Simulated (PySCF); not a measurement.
3-ethylthiophene, C6H8S

Geometry (Å), atoms numbered from 1 in this order:
```xyz
15

C    -1.9885   -0.5284    0.5645
C    -1.1788   -0.4458   -0.7267
C     0.2294    0.0262   -0.5078
C     1.2606   -0.7755    0.0764
C     2.4495   -0.1103    0.2079
S     2.3365    1.5010   -0.3740
C     0.6853    1.2888   -0.7983
H    -1.5164   -1.2108    1.2881
H    -2.0636    0.4589    1.0450
H    -3.0088   -0.8945    0.3723
H    -1.1551   -1.4373   -1.2095
H    -1.6801    0.2286   -1.4385
H     1.1195   -1.8141    0.3816
H     3.3897   -0.4842    0.6108
H     0.1256    2.1086   -1.2476
```

The calculation used quadratic response CAM-B3LYP/aug-cc-pVDZ first hyperpolarisability, Taylor convention, gas phase (PySCF 2.14.0). Geometry: PBE0-D3(BJ)/def2-SVP.

Task: Give the tensor of the static β(0;0,0) in the axes of these coordinates.

Result: In au, Taylor convention; rows are the first index (the induced dipole):
|  | xx | yy | zz | xy | xz | yz |
| --- | --- | --- | --- | --- | --- | --- |
| x | 0.0 | -19.2 | -18.1 | -3.9 | +7.4 | +2.0 |
| y | -3.9 | -23.1 | -15.7 | -19.2 | +2.0 | -3.3 |
| z | +7.4 | -3.3 | -15.8 | +2.0 | -18.1 | -15.7 |

Norm of βᵢ = ⅓ Σⱼ (βᵢⱼⱼ + βⱼᵢⱼ + βⱼⱼᵢ): 58.0 au, hyper-Rayleigh value 25.0 au.
